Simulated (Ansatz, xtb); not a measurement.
Relaxing a trial structure of F2H4Si3

The starting geometry of this gas-phase singlet has its atoms placed at random.

```xyz
9

F     0.5481    0.2535   -2.1290
F     1.2502    0.1013    1.4040
Si   -0.9173   -0.2792   -2.1439
Si   -0.2419   -1.4879    0.0046
Si    2.1237    0.8036   -0.6466
H     0.5723    1.8755   -0.8290
H    -0.6376   -0.6080    1.7784
H    -1.6730   -1.4689   -0.4851
H     1.0237   -2.2864   -0.0939
```

Question: One run relaxed it with r2SCAN-D4/def2-SVP. What is a likely outcome?

Answer: It ends as a structure with H6 bridging Si5 and Si3, given below by its coordinates. Distances that change by over a tenth: Si4–Si5 (3.36 → 2.60 Å). Contacts that close: F2–Si5 (2.34 → 1.65 Å), Si3–Si4 (2.56 → 2.50 Å), Si3–H6 (2.93 → 1.64 Å), Si4–H7 (2.02 → 1.49 Å), Si5–H6 (1.89 → 1.73 Å).

The energy falls by 8.31 eV over 18 steps:

```tsv
step	E − E(last) (eV)
1	8.310
3	2.345
5	1.393
7	0.657
9	0.198
10	0.147
12	0.030
14	0.002
16	0.001
18	0.000
```

Final geometry (Å):

```json
{"atom": "F", "x (Å)": "0.0642", "y (Å)": "0.1669", "z (Å)": "-2.7876"}
{"atom": "F", "x (Å)": "1.7728", "y (Å)": "0.6396", "z (Å)": "1.1777"}
{"atom": "Si", "x (Å)": "-0.6458", "y (Å)": "0.7390", "z (Å)": "-1.4073"}
{"atom": "Si", "x (Å)": "-0.3170", "y (Å)": "-1.2338", "z (Å)": "0.0895"}
{"atom": "Si", "x (Å)": "1.8104", "y (Å)": "0.1733", "z (Å)": "-0.4063"}
{"atom": "H", "x (Å)": "0.7311", "y (Å)": "1.4444", "z (Å)": "-0.8638"}
{"atom": "H", "x (Å)": "-1.0993", "y (Å)": "-0.8104", "z (Å)": "1.2875"}
{"atom": "H", "x (Å)": "-1.1044", "y (Å)": "-2.1363", "z (Å)": "-0.8058"}
{"atom": "H", "x (Å)": "0.8362", "y (Å)": "-2.0793", "z (Å)": "0.5756"}
```

From the same start GFN2-xTB ends elsewhere, differing in Si3–Si5 (2.23 against 2.71 Å here), Si3–H6 (3.44 against 1.64 Å here), Si4–Si5 (4.06 against 2.60 Å here).

From so rough a start the end depends on the optimiser's path, so another program may land elsewhere. No frequencies were run, so the end isn't proven a minimum. Run with Ansatz 0.2.0, 48 s on 2 threads of AMD EPYC 7R43 64-Core Processor (Zen 3), on a shared host.
